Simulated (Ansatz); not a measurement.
The molecule TaIn, multiplicity 7 (an upper state: multiplicity 5 came lower at PBE0/def2-TZVPP). No spin–orbit coupling.

Constants: fifth-degree fit in 1/R to seven points, most abundant isotopes. Runs in def2 and cc sets follow the lowest solution found near the PBE0 minimum.

Programs: Ansatz (Gaussian orbitals).  In def2 rows elements past Kr take small-core potentials, without spin–orbit coupling.

What bond length and harmonic frequency does PBE/def2-TZVPP give?

r_e = 2.751 Å, ω_e = 155 cm⁻¹.

What bond length and harmonic frequency does PBE0/def2-TZVPP give?

r_e = 2.717 Å, ω_e = 166 cm⁻¹.

What bond length and harmonic frequency does wB97X-V/def2-TZVPP give?

r_e = 2.684 Å, ω_e = 178 cm⁻¹.

Ansatz is a quantum-chemistry and plane-wave program.
